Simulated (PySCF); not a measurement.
**Two-component Hartree-Fock for N (nitrogen, neutral)**

Start: [He] 2s2 2p3; 2p1/2 filled at m_j = -1/2, +1/2; 2p3/2 filled at m_j = +3/2. Calculated with PySCF 2.14 in an even-tempered Gaussian basis (21 s from 0.019 bohr⁻², ratio 2.4; 13 p from 0.025 bohr⁻², ratio 2.4; 6 d from 0.68 bohr⁻², ratio 2.6; 5 f from 1 bohr⁻², ratio 2.6): generalised Hartree-Fock with the X2C-1e Hamiltonian and a Gaussian nucleus; one run each with spin-orbit coupling (SO) switched off, then screened by Boettger's factors.

```
spinor shell  electrons  ε, spin-free (eV)  ε, screened SO (eV)  weight of nominal j (screened SO)  rms radius, screened SO (bohr)
       1s1/2          2            -425.42              -425.42                              1.000                           0.265
       2s1/2          2            -25.726              -25.726                              1.000                            1.48
       2p1/2          2            -15.529              -15.533                              0.501                            1.59
       2p3/2          1            -15.529              -15.520                              1.000                            1.59
```

```json
{"quantity": "E (hartree)", "spin-free": "-54.43383", "screened SO": "-54.43383"}
{"quantity": "M_J", "spin-free": "3/2", "screened SO": "3/2"}
{"quantity": "⟨J²⟩", "spin-free": "3.758", "screened SO": "3.758"}
{"quantity": "⟨L²⟩", "spin-free": "0.000", "screened SO": "0.000"}
{"quantity": "⟨S²⟩", "spin-free": "3.758", "screened SO": "3.758"}
```

Each row is a mean over spinors that exchange with the open shell spreads, by up to 11.898 eV (2s1/2).

Rows whose weight is well below 1 are mixtures of j = l ± 1/2: exchange outweighs spin-orbit coupling there, and the label is only the starting occupation.

Without spin-orbit coupling the j labels of p, d and f shells carry no meaning; the spin-free column gives the mean over the occupied spinors of each nl shell.
